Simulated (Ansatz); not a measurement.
```yaml
crystal:
  periodic: [false, false, false]
  atoms:
    - {symbol: O, position_ang: [-0.181966, 1.584373, -0.712958]}
    - {symbol: C, position_ang: [0.648318, 0.521611, -0.384215]}
    - {symbol: Si, position_ang: [-0.166254, -0.783119, 0.659801]}
    - {symbol: Cl, position_ang: [-1.865746, -1.297757, -0.425456]}
    - {symbol: H, position_ang: [-0.962116, 1.242565, -1.108300]}
    - {symbol: H, position_ang: [1.486870, 1.018813, 0.238954]}
    - {symbol: H, position_ang: [1.150184, 0.029289, -1.217280]}
    - {symbol: H, position_ang: [0.631179, -1.941993, 0.973783]}
    - {symbol: H, position_ang: [-0.695859, -0.281175, 2.000947]}
basis:
  gaussian: {orbitals: def2-mTZVP}
hamiltonian: {xc: {name: B97}}
smearing: {width: 0.1}
output: {forces: true}
```

```sh
$ ansatz run in.yaml --threads 2 --pin off --events-out ev --progress --plain --max-ram 4352MiB
```

It prints (some lines left out):

```
Error: YAML parse error: error: line 16 column 1: unknown field `smearing`, expected one of crystal, accuracy, basis, kpoints, hamiltonian, magnetization, projection, total_charge, correlation, batch, efield, external_charges, scf, relax, neb, saddle, md, ramp, phonons, dielectric, real_time, elastic, magnetic_configurations, gw, evaluate, workflow, output, checkpoint, execution
14 |   gaussian: {orbitals: def2-mTZVP}
15 | hamiltonian: {xc: {name: B97}}
16 | smearing: {width: 0.1}
17 | output: {forces: true}
```

(1) Something in this input is off. What?

Answers

(1) The input holds a key that doesn't belong there. The program refused the input.
